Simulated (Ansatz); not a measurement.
Program: Ansatz 0.2.0.

A structure relaxed at PBE0-D4/def2-TZVP, charge 0, multiplicity 1:

| atom | x (Å) | y (Å) | z (Å) |
| --- | --- | --- | --- |
| N1 | 0.085 | -0.990 | -0.286 |
| Ga2 | -0.139 | 0.728 | 0.162 |
| F3 | -1.035 | 1.215 | 1.571 |
| F4 | 0.445 | 2.033 | -0.828 |
| H5 | -0.102 | -1.727 | 0.373 |
| H6 | 0.747 | -1.259 | -0.993 |

Give its formula and SMILES.

F2GaH2N, `[NH2][Ga]([F])[F]`.

Point group (tolerance 0.08 Å, 0.16 Å for H)?

Cs.

Summarise the bond lengths by kind.

1 × Ga–N 1.790 Å; 2 × H–N 1.006 Å; 2 × F–Ga 1.739 Å.
